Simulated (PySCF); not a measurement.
C4H6Ge, SMILES C=[C]([GeH3])C#C. Atoms are numbered in the order given.

```xyz
11

C     -1.0587    -2.7017     0.0000
C     -0.2646    -1.7810     0.0000
C      0.5984    -0.6473     0.0000
C      1.9422    -0.7497     0.0000
Ge    -0.2831     1.1153     0.0000
H     -1.7473    -3.5251     0.0000
H      2.4410    -1.7244     0.0000
H      2.5808     0.1379     0.0000
H     -1.1667     1.2520    -1.2550
H     -1.1667     1.2520     1.2550
H      0.8154     2.1974     0.0000
```
Charge 0, spin multiplicity 1.

Coordinates come from a B3LYP-D3(BJ)/def2-SVP optimisation. The structure was generated by enumeration, and PubChem lists no compound with its InChIKey, so it may never have been made.

Two levels are set side by side: PBE/pcSseg-1 (PySCF) and B3LYP/pcSseg-1 (PySCF). GIAO shifts against GeH4 (⁷³Ge), TMS (¹H), TMS (¹³C) at the same level; non-relativistic, no solvent, atoms listed together averaged. Differences are taken from unrounded values.

| quantity | B3LYP | PBE | PBE minus B3LYP |
|---|---|---|---|
| δ(¹³C) of C1 (ppm) | 93.4 | 93.7 | 0.3 |
| δ(¹³C) of C2 (ppm) | 87.5 | 90.4 | 2.9 |
| δ(¹³C) of C3 (ppm) | 138.1 | 135.5 | -2.6 |
| δ(¹³C) of C4 (ppm) | 150.4 | 148.3 | -2.1 |
| δ(⁷³Ge) of Ge5 (ppm) | 137.3 | 144.9 | 7.6 |
| δ(¹H) of H6 (ppm) | 3.70 | 3.72 | 0.02 |

Rough cost on one machine, each run with all the roots and properties that it gave: B3LYP against PBE within a factor of 2.
